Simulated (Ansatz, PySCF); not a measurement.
Barrier from R1 to the saddle point P1, each structure at its B3LYP-D3(BJ)/def2-TZVP stationary point, reached from a drawn start; harmonic modes at that level show the others as minima.
R1, CF3 (SMILES F[C](F)F) (charge 0, multiplicity 2):
```xyz
4

C     -0.00002     0.00000     0.29798
F      1.25996     0.00000    -0.09933
F     -0.63002     1.09118    -0.09933
F     -0.63002    -1.09118    -0.09933
```
P1, CF3, a first-order saddle point (one imaginary mode, 1100i cm⁻¹) (charge 0, multiplicity 2):
```xyz
4

C      0.000     0.000     0.000
F      1.316     0.000     0.000
F     -0.658     1.139     0.000
F     -0.658    -1.139     0.000
```

```csv
level,barrier height (kcal/mol),"minus CCSD(T)/CBS(cc-pVTZ, cc-pVQZ)",cost
HF/cc-pVDZ,32.01,2.55,-
SVWN5/def2-TZVPP,24.16,-5.30,×0.6
PBE/def2-TZVPP,24.92,-4.55,×1
PBE-D3(BJ)/def2-TZVPP,24.92,-4.54,×1
BLYP/def2-TZVPP,24.48,-4.98,×1
BLYP-D3(BJ)/def2-TZVPP,24.49,-4.97,×1
BLYP-D4/def2-TZVPP,24.50,-4.96,×1
revPBE/def2-TZVPP,25.02,-4.44,×1
revPBE-D4/def2-TZVPP,25.10,-4.36,×1
r2SCAN/def2-TZVPP,26.99,-2.48,×2
r2SCAN-D3(BJ)/def2-TZVPP,26.99,-2.47,×2
r2SCAN-D4/def2-TZVPP,26.99,-2.47,×2
B97M-V/def2-TZVPP,28.44,-1.02,×3
B3LYP/def2-TZVPP,25.45,-4.01,×1
B3LYP-D3(BJ)/def2-TZVPP,25.46,-4.00,×1
PBE0/def2-TZVPP,26.15,-3.32,×1
PBE0-D3(BJ)/def2-TZVPP,26.15,-3.31,×1
BHLYP-D3(BJ)/def2-TZVPP,27.56,-1.90,×1
M06-2X/def2-TZVPP,26.15,-3.31,-
CAM-B3LYP/def2-TZVPP,25.80,-3.66,×2
CAM-B3LYP-D3(BJ)/def2-TZVPP,25.81,-3.66,×2
CAM-B3LYP-D4/def2-TZVPP,25.81,-3.65,×2
wB97X-V/def2-TZVPP,26.60,-2.86,×3
wB97M-V/def2-TZVPP,26.00,-3.46,×3
B2PLYP/def2-TZVPP,27.82,-1.65,×2
B2PLYP-D3(BJ)/def2-TZVPP,27.82,-1.64,×2
B2PLYP-D4/def2-TZVPP,27.82,-1.64,×2
MP2/cc-pVDZ,31.39,1.93,-
MP2/cc-pVTZ,31.15,1.69,-
MP2/cc-pVQZ,31.21,1.75,-
SCS-MP2/cc-pVDZ,31.27,1.81,-
SCS-MP2/cc-pVTZ,31.27,1.81,-
SCS-MP2/cc-pVQZ,31.36,1.90,-
CCSD/cc-pVDZ,29.12,-0.34,-
CCSD/cc-pVTZ,29.27,-0.19,-
CCSD/cc-pVQZ,29.45,-0.01,-
CCSD(T)/cc-pVDZ,29.10,-0.36,×3
CCSD(T)/cc-pVTZ,29.23,-0.23,×20
CCSD(T)/cc-pVQZ,29.43,-0.03,×100*
"CCSD(T)/CBS(cc-pVTZ, cc-pVQZ)",29.46,0.00,×100*
```

 The comparison column counts from a level with limits of its own.

P less R. No zero-point or thermal terms; open shells are unrestricted. No path was followed down from the saddle.

Frozen-core correlation throughout. CBS: X⁻³ extrapolation of the correlation energy, Hartree–Fock from the larger set.

Run with Ansatz (a program for electronic structure); PySCF for M06-2X and the D3/D4 terms. No computed number here is a measurement.

Costs are rough ratios of core time to PBE/def2-TZVPP (about 5 s over the structures, on one shared machine); a dash marks a level with no comparable run of its own. A star marks coupled-cluster runs past 200 virtual orbitals, where the program's memory plan changes under this machine's limit, so their costs aren't comparable with smaller runs.
